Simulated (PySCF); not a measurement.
H₄P, charge +1, singlet, at a GFN2-xTB geometry, with bond 4-1 at 1.6 times its length. Base run: SVWN5/6-31G** run with PySCF.

Here is a job for PySCF.
```python
from pyscf import gto, scf, dft

mol = gto.M(
    atom='''
P     0.000000    0.000000   -0.000000
H    -0.740726   -0.843270   -0.794024
H     0.317597   -0.638564    1.175424
H    -1.171475    1.808802    0.441507
H     1.155301    0.351333   -0.657342
''',
    basis='6-31g**',
    charge=1,
    spin=0,
    verbose=4,
)

mf = dft.RKS(mol)
mf.xc = 'lda,vwn'
mf.kernel()
mf.analyze()
```

The base run was repeated with changes; each row names its change, and settings that it needs were set with it.

```csv
change,ΔE vs base (µEh),SCF cycles,outcome
base,0.0,8,converged
init_guess = sap,0.0,10,converged
diis = off (with mf.max_cycle = 100),-,100,not converged
conv_tol = 1e-7,0.0,7,converged
solver = newton; init_guess = 1e,0.0,-,converged
conv_tol_grad = 1e-3,0.0,8,converged
DIIS = EDIIS,-,50,not converged
diis_space = 2,0.0,31,converged
solver = newton,0.0,-,converged
conv_tol = 1e-4,2.7,5,converged
init_guess = atom,0.0,8,converged
init_guess = vsap,0.0,10,converged
diis = off; damp = 0.3 (with mf.diis_start_cycle = 200; with mf.max_cycle = 150),-,150,not converged
```
